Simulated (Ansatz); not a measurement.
Task: Predict a relaxed structure of `C[Si](C)(C)[Si](C)(C)[Si](C)(C)[Si](C)(C)[Si](C)(C)[Si](C)(C)[Si](C)(C)[Si](C)(C)[Si](C)(C)[Si](C)(C)C`, charge 0, singlet, at r2SCAN-D4/def2-SVP (Ansatz).

Result: 
Cartesian coordinates in Å:
```
C 5.440 6.533 2.953
Si 4.301 5.021 3.050
C 5.375 3.469 3.172
C 3.274 5.176 4.632
Si 2.936 5.044 1.116
C 1.328 5.984 1.511
C 3.869 6.025 -0.226
Si 2.419 2.936 0.188
C 1.694 3.261 -1.543
C 4.004 1.905 -0.002
Si 0.794 1.845 1.496
C -0.885 2.679 1.188
C 1.216 2.086 3.338
Si 0.711 -0.492 1.174
C -0.676 -1.180 2.281
C 2.359 -1.180 1.844
Si 0.506 -1.362 -1.011
C 2.043 -0.867 -2.021
C 0.559 -3.258 -0.837
Si -1.402 -0.803 -2.283
C -1.831 1.045 -2.146
C -0.956 -1.149 -4.102
Si -3.380 -1.961 -1.716
C -4.780 -1.039 -2.625
C -3.732 -1.795 0.145
Si -3.475 -4.231 -2.398
C -2.024 -4.733 -3.518
C -5.071 -4.442 -3.419
Si -3.639 -5.749 -0.599
C -5.223 -5.425 0.385
C -2.163 -5.687 0.584
C -3.741 -7.494 -1.330
H 6.084 6.596 3.847
H 4.860 7.469 2.892
H 6.096 6.490 2.068
H 6.000 3.333 2.275
H 4.759 2.562 3.291
H 6.049 3.532 4.044
H 2.606 6.053 4.597
H 3.939 5.299 5.504
H 2.652 4.286 4.812
H 1.545 7.019 1.826
H 0.767 5.499 2.327
H 0.666 6.034 0.630
H 3.257 6.125 -1.138
H 4.812 5.528 -0.508
H 4.119 7.040 0.125
H 2.437 3.744 -2.199
H 1.379 2.322 -2.030
H 0.812 3.920 -1.490
H 4.777 2.470 -0.550
H 3.803 0.979 -0.564
H 4.425 1.625 0.976
H -1.695 2.165 1.734
H -1.146 2.683 0.119
H -0.861 3.727 1.531
H 1.166 3.157 3.596
H 0.506 1.551 3.990
H 2.231 1.731 3.579
H -1.660 -0.768 2.008
H -0.738 -2.279 2.203
H -0.486 -0.930 3.338
H 3.220 -0.823 1.255
H 2.515 -0.866 2.890
H 2.367 -2.283 1.823
H 2.102 0.220 -2.189
H 2.030 -1.361 -3.007
H 2.967 -1.178 -1.503
H 0.655 -3.733 -1.828
H 1.421 -3.582 -0.229
H -0.357 -3.649 -0.365
H -0.944 1.684 -2.288
H -2.573 1.324 -2.913
H -2.262 1.282 -1.160
H -0.567 -2.171 -4.239
H -1.834 -1.032 -4.759
H -0.181 -0.444 -4.449
H -5.757 -1.511 -2.431
H -4.624 -1.031 -3.716
H -4.838 0.009 -2.285
H -3.671 -0.740 0.462
H -4.748 -2.155 0.380
H -3.019 -2.372 0.755
H -1.055 -4.620 -3.007
H -2.125 -5.788 -3.824
H -1.999 -4.119 -4.433
H -5.168 -5.479 -3.783
H -5.969 -4.209 -2.825
H -5.070 -3.777 -4.298
H -6.112 -5.432 -0.267
H -5.367 -6.204 1.153
H -5.190 -4.451 0.900
H -2.071 -4.703 1.072
H -2.278 -6.443 1.380
H -1.214 -5.893 0.062
H -4.601 -7.596 -2.013
H -3.859 -8.247 -0.531
H -2.832 -7.750 -1.898
```
 This is one stationary point.

Single mean-field runs in def2-SVP are fitted with def2-universal-jkfit.
